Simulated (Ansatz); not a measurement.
C3H8Ge (`C[CH]1[CH2][GeH2]1`). Charge 0, multiplicity 1. The structure was optimised at the PBE0-D4/def2-TZVP level.

```xyz
12

C    -0.057   -1.530    0.297
C     0.561   -0.168    0.125
C     0.155    0.658   -1.089
Ge   -0.409    1.456    0.595
H     0.113   -1.925    1.301
H    -1.138   -1.501    0.133
H     0.361   -2.242   -0.424
H     1.623   -0.131    0.351
H    -0.620    0.233   -1.720
H     0.944    1.146   -1.651
H    -1.881    1.331    0.971
H     0.349    2.673    1.110
```

Q: What is the dipole moment at ωB97M-V/def2-TZVPP? (Best estimate.)

A: The calculation gave: 0.24 D, with components (0.15, -0.18, 0.05) D in this frame, pointing from negative to positive charge.

Q: And with PBE, r2SCAN, B3LYP? (Best estimate.)

A: The calculation gave: PBE 0.37 D, r2SCAN 0.40 D, B3LYP 0.30 D.

Q: Give the Mulliken charges with ωB97M-V, PBE, r2SCAN in def2-TZVPP. (Best estimate.)

A: Computed: 
| atom | ωB97M-V | PBE | r2SCAN |
| --- | --- | --- | --- |
| C1 | -0.27 | -0.22 | -0.10 |
| C2 | -0.17 | -0.08 | -0.05 |
| C3 | -0.30 | -0.21 | -0.21 |
| Ge4 | 0.05 | 0.02 | 0.03 |
| H5 | 0.11 | 0.08 | 0.05 |
| H6 | 0.08 | 0.07 | 0.03 |
| H7 | 0.11 | 0.08 | 0.04 |
| H8 | 0.11 | 0.08 | 0.06 |
| H9 | 0.11 | 0.09 | 0.07 |
| H10 | 0.12 | 0.09 | 0.08 |
| H11 | 0.03 | 0.00 | 0.00 |
| H12 | 0.03 | 0.00 | 0.00 |

B3LYP here is the variant with VWN-RPA as its local correlation; programs differ in this.
